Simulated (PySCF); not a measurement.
Delta-SCF ions had no search for a lower state. Excitations are Tamm–Dancoff values on a coarser integration grid. The basis has no diffuse functions, so Rydberg states are missing or too high.

# H3AlS3, SMILES `[SH][Al]([SH])[SH]` (charge 0, multiplicity 1)

All values below come from CAM-B3LYP-D3(BJ)/def2-TZVP (PySCF).

HOMO: -9.02 eV
dipole moment: 0.328 e·Å
HOMO–LUMO gap: 9.38 eV
LUMO: 0.36 eV
S1 excitation (TDA): 5.96 eV
S1 oscillator strength: 0.000
T1 excitation (TDA): 5.57 eV
S1–T1 gap (TDA): 0.39 eV
vertical ionisation energy (Delta-SCF): 9.88 eV
total energy: -1439.0374 Ha
cost: around 2.8 core-minutes (rough)

```xyz
7

S      2.2302    -1.0719     0.0462
Al     0.2168    -0.2719    -0.0671
S     -0.0601     1.8528    -0.4404
S     -1.4183    -1.6757     0.2061
H      2.8071     0.1185    -0.1762
H     -1.3992     1.7985    -0.4144
H     -2.3765    -0.7504     0.0581
```
Charge 0, spin multiplicity 1.
